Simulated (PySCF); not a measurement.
# Computed records: Al2ClHN, Al2BH4N, CH5B2Si

All values are calculated (PySCF 2.14.0). Calculation on a computer-drawn molecule: optimised geometry and harmonic frequencies of an isolated molecule of the commonest isotopes, restricted reference for singlets and unrestricted otherwise, frozen core in MP2.

Common to all runs: method HF; basis cc-pV(D+d)Z.

```yaml
- entry: 1
  formula: Al2ClHN
  start_structure:
    atoms_angstrom:
      - [Al, -0.8475, 2.2464, 2.4426]
      - ["N", -0.0246, 0.8129, 2.48]
      - [Al, 0.6753, -0.7533, 2.5117]
      - [Cl, 1.6208, -2.5899, 2.5452]
      - [H, -1.556, 3.7499, 2.3819]
  given:
    charge: 0
    multiplicity: 2
    drawn_bonds_atom: [1, 2, 3, 1]
    drawn_bonds_other_atom: [2, 3, 4, 5]
    drawn_bonds_order: [1, 2, 1, 1]
  results:
    optimised_atom_element: [Al, "N", Al, Cl, H]
    "optimised_atom_x [angstrom]": [-0.7184, -0.4352, 0.0104, 2.047, -1.036]
    "optimised_atom_y [angstrom]": [2.149, 0.5444, -1.131, -1.761, 3.665]
    "optimised_atom_z [angstrom]": [2.446, 2.575, 2.678, 2.327, 2.335]
    "modes_frequency [cm^-1]": [39.3, 84.5, 227.5, 448.5, 474.7, 482.6, 619.7, 1319, 2112]
    "modes_reduced_mass [dalton]": [8.757, 7.951, 14.31, 15.67, 1.193, 1.169, 19.62, 13.14, 1.054]
    "rotational_constants [GHz]": [14.2, 1.292, 1.184]
    "total_energy [hartree]": -998.4250
    spin_squared: 0.7543
    "convergence_status_largest_gradient_component [hartree/bohr]": 1.71e-06
- entry: 2
  formula: Al2BH4N
  start_structure:
    atoms_angstrom:
      - [Al, -1.921, 3.0055, 1.6866]
      - ["N", -1.0079, 2.1032, 0.3795]
      - [B, -0.2931, 2.5775, -0.752]
      - [Al, 0.4761, 0.9102, -1.5583]
      - [H, -1.0301, 1.0853, 0.4302]
      - [H, -0.3514, 3.7823, -0.8567]
      - [H, 1.2755, 0.4635, -2.7924]
      - [H, -0.059, -0.3998, -0.767]
  given:
    charge: 0
    multiplicity: 1
    drawn_bonds_atom: [1, 2, 3, 2, 3, 4, 4]
    drawn_bonds_other_atom: [2, 3, 4, 5, 6, 7, 8]
    drawn_bonds_order: [1, 1, 1, 1, 1, 1, 1]
  results:
    optimised_atom_element: [Al, "N", B, Al, H, H, H, H]
    "optimised_atom_x [angstrom]": [-1.783, -1.21, -0.4266, 0.4937, -1.366, -0.2944, 1.354, 0.3214]
    "optimised_atom_y [angstrom]": [3.702, 2.08, 2.283, 0.7047, 1.141, 3.464, 0.9698, -0.8171]
    "optimised_atom_z [angstrom]": [1.317, 0.6516, -0.4962, -1.667, 0.9689, -0.802, -2.977, -1.226]
    "modes_frequency [cm^-1]": [56.92, 93.52, 116.7, 190.0, 459.4, 548.4, 615.2, 699.8, 708.8, 852.8, 977.3, 1091, 1254, 1392, 1932, 1954, 2480, 3794]
    "modes_reduced_mass [dalton]": [1.164, 4.879, 4.57, 3.704, 1.693, 1.197, 3.191, 4.172, 1.58, 1.067, 1.103, 1.162, 1.746, 2.936, 1.049, 1.035, 1.083, 1.077]
    "rotational_constants [GHz]": [31.55, 1.485, 1.418]
    "total_energy [hartree]": -565.3265
    "convergence_status_largest_gradient_component [hartree/bohr]": 2.797e-05
- entry: 3
  formula: CH5B2Si
  start_structure:
    atoms_angstrom:
      - [B, -0.4521, 2.0124, -0.2178]
      - [C, -0.9735, 1.4911, 0.968]
      - [Si, -0.6709, 0.0053, 1.9593]
      - [B, 0.638, -1.4014, 1.4962]
      - [H, -0.0732, 2.4563, -1.1736]
      - [H, -1.7424, 2.1666, 1.4201]
      - [H, -1.5248, -0.0332, 3.1587]
      - [H, 1.739, -1.3416, 1.8598]
      - [H, 0.3376, -2.3178, 0.8382]
  given:
    charge: 1
    multiplicity: 1
    drawn_bonds_atom: [1, 2, 3, 1, 2, 3, 4, 4]
    drawn_bonds_other_atom: [2, 3, 4, 5, 6, 7, 8, 9]
    drawn_bonds_order: [1, 2, 1, 1, 1, 1, 1, 1]
  results:
    "total_energy [hartree]": null
    "rotational_constants [GHz]": null
```

**Q.** Give the missing total energy for CH5B2Si (entry 3).
**A.** -378.7525 hartree

**Q.** What rotational constants does the calculation give for CH5B2Si (entry 3)?
**A.** 11.72, 3.909, 3.008 GHz

Further results for CH5B2Si (entry 3):

```
convergence status largest gradient component : 1.805e-05 hartree/bohr
```

Optimised structure:
```xyz
9
CH5B2Si
B     -0.4456     1.9378    -0.1654
C     -1.0601     1.5514     1.0419
Si    -0.7063     0.0814     1.9407
B      0.6473    -1.3525     1.4347
H      0.0817     2.2361    -1.1699
H     -1.8185     2.2202     1.4517
H     -1.4765    -0.1101     3.1759
H      1.7642    -1.2579     1.8368
H      0.2916    -2.2686     0.7624
```

Modes:
| frequency (cm⁻¹) | reduced mass (dalton) |
| --- | --- |
| 79.59 | 1.137 |
| 132 | 2.935 |
| 194.4 | 2.168 |
| 266.3 | 3.263 |
| 409.8 | 1.089 |
| 598 | 4.118 |
| 656.4 | 1.188 |
| 740.6 | 1.355 |
| 756 | 1.134 |
| 792.8 | 2.132 |
| 818.7 | 1.321 |
| 935.4 | 1.804 |
| 988 | 1.482 |
| 1083 | 1.324 |
| 1230 | 1.127 |
| 1504 | 6.173 |
| 2398 | 1.043 |
| 2735 | 1.048 |
| 2849 | 1.13 |
| 2973 | 1.127 |
| 3276 | 1.086 |
